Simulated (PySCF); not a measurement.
**Property card for `O=C(O)[SiH]1N[SiH2]N1`**

Compound: CH6N2O2Si2.
Atom-mapped SMILES: `[O:1]=[C:2]([OH:3])[SiH:4]1[NH:5][SiH2:6][NH:7]1` (hydrogens: H8 on O3; H9 on Si4; H10 on N5; H11, H12 on Si6; H13 on N7)

Cartesian coordinates in Å at the PBE0-D3(BJ)/def2-SVP level; atoms count from 1:
```xyz
13
CH6N2O2Si2 angstrom
O      2.753    1.103   -0.828
C      1.796    0.384   -0.684
O      1.756   -0.864   -1.176
Si     0.198    0.891    0.278
N     -1.296    0.464   -0.501
Si    -1.724   -0.705    0.728
N     -0.256   -0.212    1.543
H      2.607   -1.012   -1.625
H      0.427    2.318    0.639
H     -1.694    0.695   -1.399
H     -2.994   -0.431    1.469
H     -1.774   -2.132    0.280
H      0.202   -0.519    2.387
```

Structural features include: Si–H bond and C–Si bond.

PBE0-D3(BJ)/def2-SVP geometry optimisation, gas phase (PySCF):

```yaml
Rotational_constants_A_B_C: 4.105, 1.123, 1.067 GHz
```

From CAM-B3LYP/def2-SVPD ground state, ΔSCF and vertical TDDFT (core frozen in the response) (PySCF):

```yaml
Dipole_moment: 1.90 D
HOMO_energy: -8.75 eV
LUMO_energy: -0.15 eV
HOMO–LUMO_gap: 8.60 eV
Lowest_singlet_excitation: 4.68 eV (265 nm, f = 0.001)
Lowest_triplet_excitation_Tamm–Dancoff: 4.06 eV
Static_isotropic_polarisability: 80.6 au
Vertical_ionisation_energy: 9.52 eV
Electronic_spatial_extent_⟨r²⟩_about_the_centre_of_nuclear_charge: 1146 bohr²
```

**KT2/pcSseg-2 ground state and GIAO shieldings, non-relativistic (PySCF)**

```yaml
13C_chemical_shifts_computed_TMS_as_zero_by_class: 176.6 (C2) ppm
1H_chemical_shifts_computed_TMS_as_zero_by_class: 6.29 (H12), 6.18 (H11), 5.92 (H9), 5.85 (H8), 0.58 (H10/H13) ppm
Isotropic_shieldings_of_nuclei_other_than_C_and_H_by_class: 232 (N5/N7), -129 (O1), 92 (O3), 358 (Si6), 372 (Si4) ppm
```

Monoisotopic mass (most abundant isotopes): 133.9968 u.

S1 lies 3.92 eV below the HOMO–LUMO gap; its leading configuration is HOMO→LUMO, weight 0.69. The 10 singlets span 4.68 to 7.66 eV, and their oscillator strengths add up to 0.17. No computed singlet falls in the visible range (750 to 380 nm, 1.65 to 3.26 eV); S1 lies 1.42 eV above its blue end. The principal polarisabilities are 66.1, 77.9 and 97.8 au; their mean is the isotropic value. The rotational constants make it an asymmetric top with κ = (2B − A − C)/(A − C) = -0.96, nearer the prolate limit (−1).

One conformer stands for the species.
